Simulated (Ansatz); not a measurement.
# Changing the shape of CoH, triplet

Calculated in Ansatz's Gaussian-basis code. Basis cc-pVTZ, nonrelativistic, 5 orbitals frozen in the corrections; active space CAS(10,7). Restricted Hartree–Fock, then the lowest state-specific CASSCF solution met for each case. On stretched bonds single-reference methods can fail or change state. Solutions in different active orbitals can move differences by tenths of an eV and at times more than 1 eV.

Case A: bond length 1.5310 Å.

Case B: bond length 1.6841 Å.

Energy less that of case A, in eV:

| case | RHF/ROHF | CASSCF |
| --- | --- | --- |
| B | -0.083 | -0.079 |

Give the SC-NEVPT2 energies against case A.

B: +0.178 eV (4.1 kcal/mol).

Which case is lowest, and do the methods agree?

A is lowest in SC-NEVPT2. RHF/ROHF puts B lowest. CASSCF puts B lowest.
